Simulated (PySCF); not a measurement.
GaI2, SMILES [I][Ga+][I], charge +1.

Geometry: r2SCAN-D4/def2-SVP. The spin state was assumed, not searched. The isomer is the one that the SMILES or the coordinates give; other isomers of the formula were not compared. The def2 effective core potentials stand for the cores of I; spin–orbit coupling is left out.

The numbers are results of TDDFT-PBE/def2-SVPD in PySCF 2.14.0, not measurements.

Vertical excitations; the highest root listed may be one member of a degenerate set. Gas-phase values at a fixed geometry. State labels are in the subgroup D2h.

```tsv
state	symmetry	energy (eV)	λ (nm)	f	main pairs
S1	B3g	3.27	379	0.000	HOMO→LUMO (degenerate set)
S2	B2g	3.27	379	0.000	HOMO−1→LUMO (degenerate set)
S3	B2u	3.73	332	0.008	HOMO−3→LUMO (degenerate set)
S4	B3u	3.73	332	0.008	HOMO−2→LUMO (degenerate set)
S5	Au	4.41	281	0.000	HOMO→LUMO+2 50 %, HOMO−1→LUMO+1 50 %
S6	Au	4.50	276	0.000	HOMO−1→LUMO+1, HOMO→LUMO+2 (degenerate set)
S7	B1u	4.50	276	0.000	HOMO→LUMO+1, HOMO−1→LUMO+2 (degenerate set)
S8	B1g	4.85	256	0.000	HOMO−3→LUMO+2 50 %, HOMO−2→LUMO+1 50 %
S9	B1u	4.88	254	0.043	HOMO−1→LUMO+2 36 %, HOMO→LUMO+1 36 %, HOMO−4→LUMO 28 %
S10	Ag	4.95	251	0.000	HOMO−3→LUMO+1 50 %, HOMO−2→LUMO+2 50 %
T1	B3g	2.90	427	0	HOMO→LUMO (degenerate set)
T2	B2g	2.90	427	0	HOMO−1→LUMO (degenerate set)
T3	B2u	3.29	377	0	HOMO−3→LUMO (degenerate set)
T4	B3u	3.29	377	0	HOMO−2→LUMO (degenerate set)
```
Triplets are in the Tamm–Dancoff approximation, which puts them higher than full response would, so one can lie above its singlet here.
